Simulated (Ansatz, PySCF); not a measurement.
C₄H₇NSi, SMILES C#CC(=C)[SiH2]N. Atoms are numbered in the order given.

```xyz
13

C     -1.2221     2.2852     0.6449
C     -1.0843     1.1024     0.3995
C     -0.8236    -0.2603     0.0758
C     -1.7095    -1.2460     0.3178
Si     0.8632    -0.6280    -0.7112
N      2.2392    -0.1223     0.2028
H     -1.3697     3.3254     0.8678
H     -2.6876    -1.0502     0.7694
H     -1.4749    -2.2843     0.0638
H      0.9293     0.0870    -2.0194
H      0.9079    -2.1106    -0.8917
H      2.4755     0.8641     0.2109
H      2.4058    -0.5314     1.1161
```
Charge 0, spin multiplicity 1.

Geometry: PBE0-D3(BJ)/def2-SVP. This is a generated structure with no PubChem entry under its InChIKey; it may be hypothetical. Other conformers were not sampled.

Two levels are set side by side: PBE-D3(BJ)/def2-SVP (Ansatz, a quantum-chemistry and plane-wave program) and PBE0-D3(BJ)/def2-SVP (Ansatz). Each level has its own optimised geometry; the coordinates shown are those of the second. Frequencies come from the Hessian of PySCF at each geometry. Differences are taken from unrounded values.

```
quantity                            PBE0-D3(BJ)  PBE-D3(BJ)  PBE-D3(BJ) minus PBE0-D3(BJ)
----------------------------------  -----------  ----------  ----------------------------
mean bond length (Å)                      1.324       1.334                         0.010
bond C1–C2 (Å)                            1.216       1.229                         0.013
bond C2–C3 (Å)                            1.425       1.424                        -0.001
bond C3–C4 (Å)                            1.347       1.360                         0.013
bond C3–Si5 (Å)                           1.897       1.910                         0.013
bond Si5–N6 (Å)                           1.728       1.744                         0.016
bond C1–H7 (Å)                            1.074       1.081                         0.007
bond C4–H8 (Å)                            1.095       1.103                         0.008
bond C4–H9 (Å)                            1.094       1.102                         0.008
bond Si5–H10 (Å)                          1.492       1.503                         0.010
bond Si5–H11 (Å)                          1.494       1.505                         0.010
bond N6–H12 (Å)                           1.014       1.024                         0.010
bond N6–H13 (Å)                           1.014       1.024                         0.010
highest harmonic wavenumber (cm⁻¹)         3703        3568                          -135
mean harmonic wavenumber (cm⁻¹)            1268        1224                           -44
zero-point energy (kcal/mol)              59.81       57.75                         -2.06
```

GGA bonds tend to be longer and softer than those of functionals with exact exchange. Differences between two approximate levels are no errors against the true value.
